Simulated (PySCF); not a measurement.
BF3H3N. Atoms are numbered in the order given.

```xyz
8

B      0.0000     0.0000    -0.2227
F      1.1595     0.6694    -0.5466
F     -1.1595     0.6694    -0.5466
F      0.0000    -1.3388    -0.5466
N      0.0000     0.0000     1.4791
H      0.0000     0.9644     1.8395
H     -0.8352    -0.4822     1.8395
H      0.8352    -0.4822     1.8395
```
Charge 0, spin multiplicity 1.

Geometry optimised at PBE-D3(BJ)/def2-SVP.

Level of theory: PySCF with CAM-B3LYP/def2-TZVP.

Symmetry labels are those of the subgroup Cs that the program uses (full group C3v).

**Question.** List the valence orbital energies around the gap with their symmetry. (An estimate is asked for; the answer gives what the named calculation found.)

**Answer.** 
```
orbital  symmetry  energy (eV)
-------  --------  -----------
HOMO−7         A'       -15.39
HOMO−6         A"       -15.39
HOMO−5         A"       -13.04
HOMO−4         A'       -13.04
HOMO−3         A"       -12.45
HOMO−2         A'       -12.45
HOMO−1         A'       -11.95
HOMO           A"       -11.85
LUMO           A'         0.48
LUMO+1         A"         2.45
LUMO+2         A'         2.45
LUMO+3         A'         3.49
```
